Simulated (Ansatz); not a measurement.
Ansatz (a program for electronic structure) input:

Ansatz 0.2 input:
```yaml
crystal:
  periodic: [false, false, false]
  atoms:
    - {symbol: Zn, position_ang: [-0.30827856, -0.15207599, -0.24021930]}
    - {symbol: O, position_ang: [1.02502665, 0.39964584, 0.78710579]}
    - {symbol: H, position_ang: [1.04814358, 1.36511309, 0.90973271]}
basis:
  gaussian:
    orbitals: def2-SVPD
total_charge: 1
magnetization: {spin_polarized: false}
correlation: {method: ccsd_t, electrons: outside_noble_gas}
output: {forces: true}
```

### Question
Predict the final energy.

### Answer
-1853.13665 Eh (CCSD(T)/def2-SVPD). The basis has 65 functions.
